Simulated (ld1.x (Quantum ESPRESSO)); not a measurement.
**Before and after: TM potential for carbon**

C, norm-conserving Troullier–Martins (Kleinman–Bylander form), made with ld1.x (Quantum ESPRESSO) 7.5 (PBE, scalar-relativistic). Core [He], reference 2s2 2p1 (charge +1). Waves: 2s (bound): rc 0.85 bohr; 3d channel at -0.2 Ry: rc 1.90 bohr; 2p (bound): rc 2.15 bohr. Local part: the p channel. Core correction: none.

Change: reference 2s2 2p2.

Cutoffs: the cutoffs (Ry, on a coarse ladder) from which the occupation-weighted sum of valence levels, in a spherical-Bessel basis at the reference potential, stays within 10 and 1 mRy of its value at 400 Ry; they do not see the model core or the augmentation charge, which bear on the density cutoff. Errors are all-electron minus pseudo energies relative to the spin-unpolarised reference configuration.

What does the change do?

The potential gets neither clearly harder nor softer (80 Ry and 200 Ry → 80 Ry and 180 Ry); the range in which the d phases agree widens (upper end 3.5 → 4.6); neither file shows a bound ghost.

```csv
quantity,base,changed
"cutoff, loose",80 Ry,80 Ry
"cutoff, tight",200 Ry,180 Ry
loose cutoff by channel (10 mRy a level),"s 60 Ry, p 25 Ry","s 50 Ry, p 25 Ry"
bound ghosts,none,none
"largest error over its own tests, meV",+433,+728
s: phases at 2.34 bohr within 0.05 rad from the reference energy up to (Ry; the scan ends near 5),0.7,1.6
p: phases at 2.34 bohr within 0.05 rad from the reference energy up to (Ry; the scan ends near 5),0.5,1.4
d: phases at 2.34 bohr within 0.05 rad from the reference energy up to (Ry; the scan ends near 5),3.5,4.6
```
